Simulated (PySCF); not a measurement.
Ionisation energy of Zn+ by level of theory

Zn+ [Ar] 3d10 4s1 (2S) → Zn(2+) [Ar] 3d10 (1S), as a difference of total energies. Calculation: PySCF 2.14, in def2-TZVP; no relativity, point nucleus. Correlated levels: valence: [Ar] frozen. The calculations carry no spin-orbit coupling.

```csv
method,ionisation energy (eV),difference from reference (eV)
UHF,16.589,-1.375
M06-L,17.702,-0.262
MN15,17.653,-0.311
MP2 (valence),17.263,-0.701
SCS-MP2 (valence),17.144,-0.820
CCSD (valence),17.177,-0.787
CCSD(T) (valence),17.219,-0.745
```

Reference: 17.964 eV (measured; NIST Atomic Spectra Database, ionization energies).

These non-relativistic numbers lack the scalar-relativistic shift.

Errors of the correlated levels include the incompleteness of this basis and the frozen core.
